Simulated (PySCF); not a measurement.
AlBH4O4.

```xyz
10

B      0.0000     0.0000     1.2737
O     -1.1999    -0.0254     1.9407
O      1.1999     0.0254     1.9407
Al     0.0000     0.0000    -0.8425
O     -0.0198     1.4870    -1.6882
O      0.0198    -1.4870    -1.6882
H     -1.1256    -0.0238     2.9047
H      1.1256     0.0238     2.9047
H     -0.0216     1.6477    -2.6327
H      0.0216    -1.6477    -2.6327
```

Geometry: ωB97X-D3(BJ)/def2-SVP. The structure was generated by enumeration; whether it is a known compound was not checked. The values are those of a single conformer.

These are PBE0/pcSseg-1 (PySCF) values and carry that method's errors. Non-relativistic, no solvent.

Computed absolute GIAO shielding of each atom: isotropic value and principal components (ppm):
| atom | σ(iso) | σ11 | σ22 | σ33 | span |
|---|---|---|---|---|---|
| B1 | 70.0 | 52.2 | 62.8 | 94.9 | 42.7 |
| O2 | 178.5 | 68.8 | 226.7 | 240.1 | 171.2 |
| O3 | 178.5 | 68.8 | 226.7 | 240.1 | 171.2 |
| Al4 | 445.3 | 398.6 | 429.5 | 507.8 | 109.2 |
| O5 | 288.7 | 239.7 | 281.9 | 344.4 | 104.7 |
| O6 | 288.7 | 239.7 | 281.9 | 344.4 | 104.7 |
| H7 | 27.9 | 23.0 | 24.0 | 36.8 | 13.9 |
| H8 | 27.9 | 23.0 | 24.0 | 36.8 | 13.9 |
| H9 | 29.6 | 22.4 | 22.7 | 43.8 | 21.4 |
| H10 | 29.6 | 22.4 | 22.7 | 43.8 | 21.4 |
